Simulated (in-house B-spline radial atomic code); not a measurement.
A fraction x of an electron is removed from 4d in In⁴⁺, starting from [Kr] 4d9 and keeping the highest spin. All numbers are computed (scalar-relativistic (X2C) OLYP, spin-polarised, spherical fractional occupations; Fermi nucleus of rms radius 4.6156 fm) with an all-electron radial atomic-structure program (B-spline basis), not measured.

| x | E(x) - E(0) (eV) | 4d down level (eV) |
| --- | --- | --- |
| 0 | 0.0000 | -64.887 |
| 0.09 | 5.9103 | -66.454 |
| 0.14 | 9.2549 | -67.329 |
| 0.33 | 22.3646 | -70.674 |
| 0.5 | 34.6358 | -73.698 |
| 0.59 | 41.3412 | -75.310 |
| 0.67 | 47.4235 | -76.750 |
| 0.76 | 54.4041 | -78.376 |
| 0.98 | 72.0870 | -82.384 |
| 1 | 73.7383 | -82.751 |

The exact functional would give a straight line between the two integer points. Deviations E(x) - E(0) - x[E(1) - E(0)], in eV: -0.726 at x = 0.09, -1.068 at x = 0.14, -1.969 at x = 0.33, -2.233 at x = 0.5, -2.164 at x = 0.59, -1.981 at x = 0.67, -1.637 at x = 0.76, -0.177 at x = 0.98.

The curve lies below the straight line by up to 2.233 eV (at x = 0.5): convex, the delocalisation error that favours fractional charges.

Q: How well does Slater's transition state (minus the level at half occupation) give the ionisation energy?

A: It gives 73.698 eV against 73.738 eV from the two total energies; NIST lists 69.30 eV, ground level to ground level.
